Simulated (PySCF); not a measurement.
**How the method changes the constants of KNa⁻**

State: ²Σ⁺ (doublet), unpaired electrons σ ↑. Set-up: K aug-pcseg-1, Na aug-pcseg-1; no relativity (PySCF 2.14). De refers to K + Na⁻ in their ground configurations, without counterpoise correction. The functionals are run spin-unrestricted. A positive dipole points towards Na; it is taken about the centre of mass and depends on that origin. Levels whose curve was spin-contaminated or gave no clean fit are not listed.

```
       Level  Re (Å)  ωe (cm⁻¹)  De (eV)  μ (D)
    ROHF-MP2   4.005       84.2      n/a    n/a
ROHF-SCS-MP2   4.017       83.9      n/a    n/a
   ROHF-CCSD   4.033       83.2     0.53    n/a
ROHF-CCSD(T)   4.020       83.9     0.56    n/a
         PBE   3.955       80.3     0.66   0.01
        PBE0   3.988       81.0     0.63   0.03
         M06   3.874       84.9      n/a   0.05
   BHandHLYP   3.998       77.8     0.52   0.10
   CAM-B3LYP   3.954       79.7     0.53   0.01
```

The bond length runs from 3.874 Å (M06) to 4.033 Å (ROHF-CCSD). De spans 0.52 eV (BHandHLYP, global hybrid GGA) to 0.66 eV (PBE, GGA).

Correlated steps freeze 6 core orbitals. Correlated levels converge slowly with the basis: in double zeta they bind strong bonds too weakly, by up to about 1 eV, and carry superposition errors of some tenths. For an ion De counts to the pair picked by the measured ionisation energies or electron affinities, which need not be the lowest pair at this level. The highest Kohn–Sham level is positive in this anion. Much of that is self-interaction error, but it also means that the finite basis helps to hold the extra electron. The state was picked by a PBE0 search and need not be the measured ground state.

The whole job (state search and all levels along the bond) took about 1.9 min on 1 thread of Intel Xeon 6975P-C (shared host), peak memory 0.56 GiB.
